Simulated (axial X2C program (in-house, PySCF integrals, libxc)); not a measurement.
## Potential curves of BeF, spin-free

All values were computed with an in-house all-electron X2C program for linear molecules (integrals from PySCF). Spin-free means the one-electron spin-free X2C Hamiltonian. Basis: F dyall-av3z [7s6p3d2f], Be dyall-cv3z [8s8p3d1f] (cores contracted in-house); Gaussian nuclei, density fitting, unrestricted open shells. Masses: F 18.998 u, Be 9.012 u.

State: M_S = 1/2, Λ = 0 (beyond evenly filled blocks: σα). Energies in kJ/mol from the fragments at the same level (F + Be). Fits are polynomials in 1 − R0/R over 0.85 to 1.23 times the lowest point R0.

```json
{"R (Å)": "1.1867", "MP2": "-530.64", "CCSD": "", "PBE0": "-512.20"}
{"R (Å)": "1.2412", "MP2": "-578.78", "CCSD": "-506.80", "PBE0": "-556.76"}
{"R (Å)": "1.2822", "MP2": "-600.62", "CCSD": "-527.59", "PBE0": "-576.25"}
{"R (Å)": "1.3231", "MP2": "-612.91", "CCSD": "-538.85", "PBE0": "-586.43"}
{"R (Å)": "1.3640", "MP2": "-617.70", "CCSD": "-542.63", "PBE0": "-589.32"}
{"R (Å)": "1.4117", "MP2": "-615.90", "CCSD": "-539.70", "PBE0": "-585.57"}
{"R (Å)": "1.4595", "MP2": "-608.02", "CCSD": "-530.71", "PBE0": "-575.95"}
{"R (Å)": "1.5209", "MP2": "-591.39", "CCSD": "-512.73", "PBE0": "-557.42"}
{"R (Å)": "1.5959", "MP2": "-564.38", "CCSD": "", "PBE0": "-528.52"}
{"R (Å)": "1.7050", "MP2": "-517.70", "CCSD": "", "PBE0": "-479.85"}
```

Correlated methods: 9 electrons correlated (number of frozen shells: F 1 s; Be 1 s), 175 virtual spin orbitals or spinors in MP2, 89 natural virtuals in coupled cluster.

The state is a single determinant with fixed occupations, the lowest that a limited PBE0 search found. Dissociation energies refer to the lowest single-determinant-based atoms at the same level and basis. CCSD ran in a truncated set of natural virtual spinors with an MP2 remainder; without triples it tends to underbind. Coupled cluster ran on the points near the minimum only. MP2 and coupled cluster on one determinant become unreliable at the stretched end.

Question: What are Re, ωe and De at the MP2 level?

Answer: At MP2, spin-free: Re = 1.375 Å, ωe ≈ 1230 cm⁻¹, De = 6.40 eV to F + Be; Be follows as 1.46 cm⁻¹.

Question: Fit the CCSD curve near its minimum: give the equilibrium distance, the harmonic wavenumber and the well depth.

Answer: At CCSD, spin-free: Re = 1.368 Å, ωe ≈ 1260 cm⁻¹, De = 5.62 eV to F + Be; Be follows as 1.47 cm⁻¹.

Question: Fit the PBE0 curve near its minimum: give the equilibrium distance, the harmonic wavenumber and the well depth.

Answer: At PBE0, spin-free: Re = 1.363 Å, ωe ≈ 1260 cm⁻¹, De = 6.11 eV to F + Be; Be follows as 1.49 cm⁻¹.
